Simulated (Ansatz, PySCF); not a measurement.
System: C$_{3}$H$_{10}$OSi (charge 0, singlet). 
Geometry from a B3LYP-D3(BJ)/def2-TZVP (Ansatz, a quantum-chemistry and plane-wave program) optimisation:
```xyz
15

Si    -0.0066    -0.0066     0.0338
C      1.8101     0.2824    -0.3267
C     -0.6654    -1.3271    -1.1220
C     -0.9803     1.5752    -0.1366
O     -0.2151    -0.4691     1.6190
H      1.9566     0.6240    -1.3546
H      2.3940    -0.6331    -0.2001
H      2.2264     1.0396     0.3411
H     -0.5693    -1.0183    -2.1661
H     -1.7212    -1.5271    -0.9271
H     -0.1200    -2.2676    -1.0078
H     -2.0356     1.4096     0.0894
H     -0.9111     1.9708    -1.1527
H     -0.6065     2.3388     0.5485
H      0.2134    -1.2748     1.9158
```
Charge 0, spin multiplicity 1.

PBE beside other levels, property by property. Valence correlation only, unless marked. Open shells are spin-unrestricted. Spin-orbit coupling is left out. Non-relativistic. CBS(X,Y): correlation extrapolated as X^-3; Hartree-Fock from the larger set. [CCSD(T)-MP2]/basis is that difference in the basis named. Rows marked 298 K are enthalpies with B3LYP-D3(BJ) harmonic zero-point and thermal terms. Atomisation energies are electronic, to ground-state atoms; the column to compare with has the core term from cc-pwCVTZ added, other frozen-core levels have none. Frequencies are from Ansatz or PySCF. The coupled-cluster column (Ansatz) is a level with limits of its own: (a) RI-MP2/CBS(cc-pV(T+d)Z,cc-pV(Q+d)Z)+[CCSD(T)-MP2]/cc-pV(D+d)Z; (b) RI-MP2/CBS(cc-pV(T+d)Z,cc-pV(Q+d)Z)+[CCSD(T)-MP2]/cc-pV(T+d)Z; (c) CCSD(T)/CBS(cc-pV(T+d)Z,cc-pV(Q+d)Z).

```tsv
property	PBE0/def2-TZVPD (Ansatz)	wB97X-V/def2-TZVPD (Ansatz)	CCSD(T)/cc-pV(D+d)Z (Ansatz)	coupled cluster
proton affinity at O, enthalpy at 298 K, to C[Si](C)(C)[OH2+] (kcal/mol)	195.7	195.0	201.2	193.5 (b)
C-H bond dissociation enthalpy, 298 K, to [CH2][Si](C)(C)O + H atom (kcal/mol)	97.5	100.6	96.5	101.3 (c)
H-O bond dissociation enthalpy, 298 K, to C[Si](C)(C)[O] + H atom (kcal/mol)	112.3	115.1	110.4	121.1 (a)
atomisation energy (kcal/mol)	1370.0	1379.1	1274.1	1385.1 (c)
O-Si bond dissociation enthalpy, 298 K, to C[Si](C)C + [OH] (HO) (kcal/mol)	123.7	129.7	119.5	132.7 (b)
C-Si bond dissociation enthalpy, 298 K, to C[Si](C)O + [CH3] (CH3) (kcal/mol)	88.1	94.3	89.4	94.3 (c)
```

Problem. What does PBE/def2-TZVPD (Ansatz) give for each property, and on which side of coupled cluster does it fall?

Solution. 
- proton affinity at O, enthalpy at 298 K, to C[Si](C)(C)[OH2+]: PBE lies 1.3 kcal/mol above coupled cluster; PBE gives 194.8 kcal/mol.
- C-H bond dissociation enthalpy, 298 K, to [CH2][Si](C)(C)O + H atom: PBE lies 3.6 kcal/mol below coupled cluster; PBE gives 97.7 kcal/mol.
- H-O bond dissociation enthalpy, 298 K, to C[Si](C)(C)[O] + H atom: PBE lies 10.4 kcal/mol below coupled cluster; PBE gives 110.7 kcal/mol.
- atomisation energy: PBE lies 2.3 kcal/mol below coupled cluster; PBE gives 1382.8 kcal/mol.
- O-Si bond dissociation enthalpy, 298 K, to C[Si](C)C + [OH] (HO): PBE lies 8.0 kcal/mol below coupled cluster; PBE gives 124.7 kcal/mol.
- C-Si bond dissociation enthalpy, 298 K, to C[Si](C)O + [CH3] (CH3): PBE lies 7.2 kcal/mol below coupled cluster; PBE gives 87.1 kcal/mol.
